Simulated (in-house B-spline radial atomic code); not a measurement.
# Ionising neutral cerium with different functionals

Computed with a B-spline radial code for spherical atoms: scalar-relativistic (spin-free X2C) Hamiltonian, Fermi nucleus of rms radius 4.8771 fm, spin-polarised at highest spin, spherical fractional occupations for the functionals, and exact exchange of hybrids averaged over the configuration. The ionisation energy is the difference of two self-consistent energies, [Xe] 4f1 5d1 6s2 → [Xe] 4f1 5d2, without Breit or QED terms; ε is the level of the shell that loses the electron (its least bound occupied spin orbital). The two configurations differ by more than the removed electron. There is no spin-orbit coupling in this Hamiltonian.

```csv
method,rung,ΔSCF (eV),-ε(6s) (eV)
PBE0,global hybrid,5.51,4.03
B3LYP,global hybrid,5.87,3.96
TPSSh,global hybrid,5.41,3.69
BHandHLYP,global hybrid,5.58,4.41
r2SCAN0,global hybrid,5.37,4.03
B97-1,global hybrid,5.82,3.92
HSE06,range-separated hybrid,5.58,3.72
wB97X,range-separated hybrid,5.85,5.64
CAM-B3LYP,range-separated hybrid,5.71,4.82
LC-wPBE,range-separated hybrid,5.10,5.48
```

(1) Among the functionals, which spreads more, the ΔSCF values or the orbital energies?

(2) How do they compare with the NIST value?

## Answers

(1) The orbital energies: ΔSCF values span about 0.78 eV and the orbital energies 1.95 eV.

(2) NIST lists 5.539 eV (measured, ground level to ground level). Errors run from -0.44 to +0.34 eV; PBE0 is closest (-0.03 eV), but part of that can be cancellation, since the calculations leave out spin-orbit coupling, Breit-QED terms, multiplet and fine-structure energies.
